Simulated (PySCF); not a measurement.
# TDDFT excited states: C5H8F2Si

Species: C5H8F2Si.
SMILES with atom numbers: `[F:1][CH:2]([F:3])[SiH:4]1[CH2:5][CH:6]=[CH:7][CH2:8]1` (hydrogens: H9 on C2; H10 on Si4; H11, H12 on C5; H13 on C6; H14 on C7; H15, H16 on C8)

Computed, not measured: TDDFT B3LYP/def2-SVPD, vertical, gas phase, core orbitals frozen in the response (PySCF 2.14.0, density-fitted response routines). The structure is a single PBE0-D3(BJ)/def2-SVP conformer in the gas phase; no vibrational or solvent corrections.

```json
{"state": "S1", "E (eV)": "6.42", "E (hartree)": "0.2359", "f": "0.0053", "symmetry": "A′", "main configurations (H = HOMO, L = LUMO)": "H→L+1 (99%)"}
{"state": "S2", "E (eV)": "6.57", "E (hartree)": "0.2416", "f": "0.041", "symmetry": "A″", "main configurations (H = HOMO, L = LUMO)": "H→L (52%), H→L+2 (39%)"}
{"state": "S3", "E (eV)": "6.88", "E (hartree)": "0.2528", "f": "0.067", "symmetry": "A″", "main configurations (H = HOMO, L = LUMO)": "H→L+2 (57%), H→L (25%), H-1→L (14%)"}
{"state": "S4", "E (eV)": "6.97", "E (hartree)": "0.2561", "f": "0.0007", "symmetry": "–", "main configurations (H = HOMO, L = LUMO)": "H→L+3 (95%)"}
{"state": "S5", "E (eV)": "7.10", "E (hartree)": "0.2608", "f": "0.0049", "symmetry": "A′", "main configurations (H = HOMO, L = LUMO)": "H-2→L (98%)"}
{"state": "S6", "E (eV)": "7.32", "E (hartree)": "0.2689", "f": "0.0089", "symmetry": "A′", "main configurations (H = HOMO, L = LUMO)": "H→L+4 (77%), H→L+5 (20%)"}
```

The lowest singlet comes at 193 nm (619 kJ/mol) in the vacuum ultraviolet; it is weak; its leading configuration is HOMO→LUMO+1 (99%). The strongest level in the table is S3 at 6.88 eV (180 nm, f = 0.067). Löwdin shares by element: HOMO carbon 80% or more (atoms not listed hold the other 20%); LUMO carbon 78% or more (atoms not listed hold the other 22%). Of the 6 states listed, 2 reach f = 0.01 and none stays under 0.0005. Orbital energies (eV): HOMO-3 -9.13, HOMO-2 -8.48, HOMO-1 -8.23, HOMO -7.15, LUMO -0.16, LUMO+1 0.24, LUMO+2 0.44. The oscillator strengths of these states sum to 0.128; summed over the whole spectrum of an exact calculation they would give the number of electrons, 70 (Thomas–Reiche–Kuhn). Symmetry labels in Cs follow from the direction of the transition dipole and are given only for states with f of 0.002 or more. Only the lowest 6 singlets were computed, as vertical energies without vibronic structure.
